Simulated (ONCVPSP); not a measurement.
**Logarithmic derivatives: chromium, ONCV**

- Element: Cr (Z = 24)
- Generator: ONCVPSP 4.0.1
- Type: optimised norm-conserving Vanderbilt (ONCV)
- Functional: PBE
- Relativity: scalar-relativistic
- Frozen core: [Ne]
- Valence charge: 14
- Reference configuration: 3s2 3p6 3d5 4s1
- Partial waves: 3s+4s: rc 1.80 bohr, ncon 4, nbas 9, qcut 7.4 1/bohr, 3 projectors, debl 1.3 Ha; 3p: rc 0.95 bohr, ncon 4, nbas 8, qcut 8.5 1/bohr, 2 projectors, debl 4 Ha; 3d: rc 2.05 bohr, ncon 4, nbas 8, qcut 6.6 1/bohr, 2 projectors, debl 3 Ha
- Local potential: polynomial inside 0.75 bohr (lpopt 3, dvloc0 3 Ha)
- Core correction: Teter function, fcfact 5, rcfact 1.45

The phase is arctan(r·R′/R) of the radial function R(r), unwrapped; energies in Ha, scanned from -4 to 5 Ha. A pole is an energy at which the radial function vanishes at the test radius. The pseudo phase is shifted by a multiple of π to meet the all-electron one at the reference energy, and phase errors are pseudo minus all-electron; the curves can meet again beyond the range given. Levels narrower than the energy grid can be missing from the lists of poles.

```json
{"channel": "s", "radius (bohr)": "1.83", "reference energy (Ha)": "-0.15", "poles, all-electron": "-2.59, 3.97", "poles, pseudo": "-2.59, 3.97", "unbroken range about the reference energy with phases within 0.05 rad": "the whole range", "phase error 1 Ha above the reference energy (rad)": "+0.000"}
{"channel": "p", "radius (bohr)": "0.97", "reference energy (Ha)": "-1.67", "poles, all-electron": "3.36", "poles, pseudo": "3.36", "unbroken range about the reference energy with phases within 0.05 rad": "the whole range", "phase error 1 Ha above the reference energy (rad)": "-0.000"}
{"channel": "d", "radius (bohr)": "2.08", "reference energy (Ha)": "-0.11", "poles, all-electron": "0.16, 3.88", "poles, pseudo": "0.16, 3.88", "unbroken range about the reference energy with phases within 0.05 rad": "the whole range", "phase error 1 Ha above the reference energy (rad)": "-0.002"}
```

Phases in the p channel:

```json
{"E (Ha)": "-3.98", "all-electron": "0.082", "pseudo": "0.082"}
{"E (Ha)": "-3.74", "all-electron": "-0.059", "pseudo": "-0.059"}
{"E (Ha)": "-3.50", "all-electron": "-0.204", "pseudo": "-0.204"}
{"E (Ha)": "-3.26", "all-electron": "-0.348", "pseudo": "-0.348"}
{"E (Ha)": "-3.02", "all-electron": "-0.485", "pseudo": "-0.485"}
{"E (Ha)": "-2.78", "all-electron": "-0.611", "pseudo": "-0.611"}
{"E (Ha)": "-2.54", "all-electron": "-0.724", "pseudo": "-0.724"}
{"E (Ha)": "-2.30", "all-electron": "-0.824", "pseudo": "-0.824"}
{"E (Ha)": "-2.06", "all-electron": "-0.911", "pseudo": "-0.911"}
{"E (Ha)": "-1.82", "all-electron": "-0.987", "pseudo": "-0.987"}
{"E (Ha)": "-1.58", "all-electron": "-1.053", "pseudo": "-1.053"}
{"E (Ha)": "-1.34", "all-electron": "-1.111", "pseudo": "-1.111"}
{"E (Ha)": "-1.10", "all-electron": "-1.161", "pseudo": "-1.161"}
{"E (Ha)": "-0.86", "all-electron": "-1.206", "pseudo": "-1.206"}
{"E (Ha)": "-0.62", "all-electron": "-1.245", "pseudo": "-1.245"}
{"E (Ha)": "-0.38", "all-electron": "-1.280", "pseudo": "-1.280"}
{"E (Ha)": "-0.14", "all-electron": "-1.312", "pseudo": "-1.312"}
{"E (Ha)": "0.10", "all-electron": "-1.340", "pseudo": "-1.340"}
{"E (Ha)": "0.34", "all-electron": "-1.366", "pseudo": "-1.366"}
{"E (Ha)": "0.58", "all-electron": "-1.389", "pseudo": "-1.389"}
{"E (Ha)": "0.82", "all-electron": "-1.411", "pseudo": "-1.411"}
{"E (Ha)": "1.06", "all-electron": "-1.431", "pseudo": "-1.431"}
{"E (Ha)": "1.30", "all-electron": "-1.449", "pseudo": "-1.449"}
{"E (Ha)": "1.54", "all-electron": "-1.466", "pseudo": "-1.466"}
{"E (Ha)": "1.78", "all-electron": "-1.483", "pseudo": "-1.483"}
{"E (Ha)": "2.02", "all-electron": "-1.498", "pseudo": "-1.498"}
{"E (Ha)": "2.26", "all-electron": "-1.512", "pseudo": "-1.512"}
{"E (Ha)": "2.50", "all-electron": "-1.526", "pseudo": "-1.526"}
{"E (Ha)": "2.74", "all-electron": "-1.539", "pseudo": "-1.539"}
{"E (Ha)": "2.98", "all-electron": "-1.552", "pseudo": "-1.552"}
{"E (Ha)": "3.22", "all-electron": "-1.564", "pseudo": "-1.564"}
{"E (Ha)": "3.46", "all-electron": "-1.575", "pseudo": "-1.575"}
{"E (Ha)": "3.70", "all-electron": "-1.587", "pseudo": "-1.587"}
{"E (Ha)": "3.94", "all-electron": "-1.598", "pseudo": "-1.598"}
{"E (Ha)": "4.18", "all-electron": "-1.609", "pseudo": "-1.609"}
{"E (Ha)": "4.42", "all-electron": "-1.620", "pseudo": "-1.620"}
{"E (Ha)": "4.66", "all-electron": "-1.630", "pseudo": "-1.631"}
{"E (Ha)": "4.90", "all-electron": "-1.641", "pseudo": "-1.641"}
```
